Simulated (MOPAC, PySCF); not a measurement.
[W(OH)5(NH2)], neutral singlet in the gas phase. 

Z-matrix (Å, degrees):
```
W
O 1 1.9231
H 2 0.9747 1 120.78
O 1 1.9326 2 89.84 3 -69.67
H 4 0.9768 1 114.77 2 175.06
O 1 1.9390 2 109.99 3 124.80
H 6 0.9805 1 110.09 2 93.11
O 1 1.9571 2 158.31 3 -11.19
H 8 0.9778 1 110.06 2 130.95
O 1 1.9681 2 88.99 3 -158.71
H 10 0.9769 1 113.35 2 67.60
N 1 1.9976 2 81.55 3 38.07
H 12 1.0255 1 126.07 2 27.28
H 12 1.0256 13 110.11 3 158.41
```
Charge 0, multiplicity 1.

All levels are single points at this geometry (PBE-D3(BJ)/def2-SVP); Pople sets use spherical d functions. Orbital energies aren't observables, and empty levels follow the basis.

```
level                                 HOMO (eV)  LUMO (eV)  gap (eV)  dipole (D)  vertical IE, Delta-SCF (eV)
------------------------------------  ---------  ---------  --------  ----------  ---------------------------
TPSSh-D3(BJ)/def2-TZVP in PySCF           -6.98      -2.87      4.11        1.54                            –
B3LYP/6-31G* (LANL2DZ on W) in PySCF      -7.27      -2.71      4.56        1.71                         9.41
BP86/6-31G* (LANL2DZ on W) in PySCF       -6.16      -3.17      2.99        1.62                            –
PBE/6-31G* (LANL2DZ on W) in PySCF        -6.05      -3.06      2.99        1.61                            –
HF/6-31G* (LANL2DZ on W) in PySCF        -11.19       0.43     11.62        1.88                            –
PM6 in MOPAC                              -8.65       1.07      9.72        1.69                            –
```
